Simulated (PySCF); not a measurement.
NaBi and its ions

r²SCAN; basis Na def2-SVP, Bi def2-SVP with ECP60; scalar-relativistic core potentials; PySCF 2.14. Neutral (UKS): triplet (π ↑↑), Re = 3.013 Å, ωe = 180 cm⁻¹, De = 1.14 eV, HOMO -3.69 eV, LUMO -2.18 eV.

NaBi⁺ (UKS): quartet (σ ↑, π ↑↑), Re = 3.458 Å, ωe = 92.2 cm⁻¹. The energies at the minima are -376.93981 hartree for NaBi and -376.72330 for NaBi⁺.

Q: Work out the adiabatic ionisation energy, without and with harmonic zero-point energies (1 hartree = 27.2114 eV, 1 eV = 8065.5 cm⁻¹), and the change of the bond length.

A: At r²SCAN: 0.21651 hartree = 5.892 eV between the minima; the zero-point term (92.2 − 180.0)/2 cm⁻¹ = -0.005 eV makes it 5.886 eV. Re changes by +44.5 pm against the neutral. The electron leaves a σ orbital, and the ion is left as a loose complex of an ion and an atom.

These are scalar-relativistic numbers at best; spin–orbit coupling would shift them, the dissociation energy most. States were picked by a PBE0 search and need not be the measured ground states.
